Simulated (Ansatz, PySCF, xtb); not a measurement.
Reaction R1 + R2 → P1, each structure at its B3LYP-D3(BJ)/def2-TZVP stationary point, reached from a drawn start (curvature not checked).
P1: Cl4Ge (SMILES [Cl][Ge]([Cl])([Cl])[Cl]), charge 0, multiplicity 1.
R1: Cl2Ge (SMILES [Cl][Ge][Cl]), charge 0, multiplicity 1.
R2: Cl2 (SMILES ClCl), charge 0, multiplicity 1.

P less R. No zero-point or thermal terms; no spin–orbit coupling.

Codes used: Ansatz (Gaussian orbitals); PySCF for the D3/D4 terms; xtb for the GFN methods. Each number belongs to the level named beside it.

Question: One of these levels gives -2.996 eV for the reaction energy. Which one is it?
A) SVWN5/def2-TZVPP
B) PBE-D4/def2-TZVPP
C) GFN2-xTB
D) BLYP-D4/def2-TZVPP

Answer: D, BLYP-D4/def2-TZVPP. The others give -2.064 (GFN2-xTB), -3.589 (SVWN5/def2-TZVPP), -3.299 (PBE-D4/def2-TZVPP)

Ansatz is an electronic-structure program.
